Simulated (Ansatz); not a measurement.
Reaction (formal exchange of groups at the Sn–Cl bond): `[CH3][SnH2][Cl]` + `C[SiH3]` → `C[SiH2][SnH2][CH3]` + HCl

Program: Ansatz. Geometries: PBE0-D4/def2-TZVP. ΔE: electronic, gas phase. CCSD(T)/CBS is the MP2 limit (def2-TZVPP, def2-QZVPP) plus CCSD(T) − MP2 in def2-TZVPP, frozen cores. This one scheme is used for every species. DFT in def2-TZVPP. B3LYP here is the variant with VWN-RPA as its local correlation; programs differ in this. def2 core potentials past Kr. For Sn outer-core shells are correlated without core-valence functions, which leaves a few kJ/mol of doubt a bond. One conformer a species, not always the lowest.

(1) Is it downhill or uphill in electronic energy at CCSD(T)/CBS, and by how much? (An estimate is asked.)

(2) What do these levels give: r2SCAN-D4, PBE0-D4, r2SCAN, PBE0, B3LYP, HF/def2-TZVPP, MP2/def2-TZVPP, SCS-MP2/def2-TZVPP, HF/def2-QZVPP, MP2/def2-QZVPP, HF/CBS(def2), CCSD/CBS(def2)? (An estimate is asked.)

Largest T1 diagnostic among the species: 0.012.

Answers

(1) The calculation gave: Uphill: ΔE = +74.2 kJ/mol.

(2) Computed: r2SCAN-D4 76.5, PBE0-D4 68.3, r2SCAN 78.0, PBE0 72.1, B3LYP 83.3, HF/def2-TZVPP 104.8, MP2/def2-TZVPP 73.7, SCS-MP2/def2-TZVPP 79.7, HF/def2-QZVPP 106.5, MP2/def2-QZVPP 76.0, HF/CBS(def2) 106.7, CCSD/CBS(def2) 77.1 kJ/mol.

The D4 term adds −6.0 kJ/mol with B3LYP and −3.8 kJ/mol with PBE0; it sums over pairs of atoms, weighted by their polarisabilities, and B3LYP, whose exchange is more repulsive, gets the larger term. In def2-TZVPP, CCSD(T) changes the Hartree–Fock value by −33.6 kJ/mol (the triples alone add −2.9 kJ/mol) and MP2 by −31.1 kJ/mol.
